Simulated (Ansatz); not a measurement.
Reaction (ligand exchange at the Si–C bond): `C#C/C=C\[SiH3]` + `[OH][MgH]` → `[MgH][O][SiH3]` + `C#CC=C`

Isolated molecules relaxed with PBE0-D4/def2-TZVP in Ansatz; ΔE leaves out vibrations. CCSD(T)/CBS adds triple-zeta CCSD(T) − MP2 to the extrapolated MP2 energy (def2 sets, frozen cores). Functionals use def2-TZVPP. For Mg outer-core shells are correlated without core-valence functions, which leaves a few kJ/mol of doubt a bond.

```
             level  ΔE (kJ/mol)  difference from CCSD(T)/CBS
            PBE-D4       -108.2                         15.4
         r2SCAN-D4       -120.6                          3.0
           PBE0-D4       -114.6                          9.0
           ωB97M-V       -120.8                          2.8
              PBE0       -118.1                          5.5
   CCSD/def2-TZVPP       -128.8                         -5.2
CCSD(T)/def2-TZVPP       -125.1                         -1.5
     HF/def2-QZVPP       -150.6                        -27.0
SCS-MP2/def2-QZVPP       -128.3                         -4.7
     MP2/CBS(def2)       -121.3                          2.3
       CCSD(T)/CBS       -123.6                            0
```

Largest T1 diagnostic among the species: 0.012.

In def2-TZVPP, CCSD(T) changes the Hartree–Fock value by +23.5 kJ/mol (the triples alone add +3.7 kJ/mol) and MP2 by +25.8 kJ/mol. From PBE to PBE0 (25 % exact exchange), in def2-TZVPP and without D4, ΔE moves by −6.0 kJ/mol.
